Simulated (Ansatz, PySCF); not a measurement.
Caution: the highest occupied level lies above zero, so the state may not be bound. This triplet is an excited state, 0.75 eV above the relaxed singlet at the level B3LYP/aug-cc-pVTZ // PBE0-D3(BJ)/def2-TZVPD (Ansatz, a quantum-chemistry and plane-wave program).

```xyz
10

C     -1.7394     0.3521    -0.4207
C     -1.3418    -0.7393     0.2814
Al     0.4533    -1.1693     0.9202
C      1.9303     0.1447     0.5145
H     -2.7714     0.5108    -0.7395
H     -1.0402     1.1371    -0.7066
H     -2.1403    -1.4551     0.5042
H      1.7052     1.1282     0.9466
H      2.8931    -0.1839     0.9195
H      2.0512     0.2747    -0.5685
```

Charge -1, multiplicity 3.

Question: Give the Mulliken and meta-Löwdin atomic charges from PBE-D3(BJ)/def2-TZVPD // PBE0-D3(BJ)/def2-TZVPD run with PySCF 2.14.0.

Answer: 
```
atom  Mulliken (e)  meta-Löwdin (e)
----  ------------  ---------------
C1           -0.73            -0.36
C2           -0.17            -0.38
Al3          -0.65            -0.14
C4           -0.68            -0.65
H5            0.20             0.07
H6            0.24             0.08
H7            0.24             0.09
H8            0.17             0.10
H9            0.22             0.10
H10           0.17             0.10
```
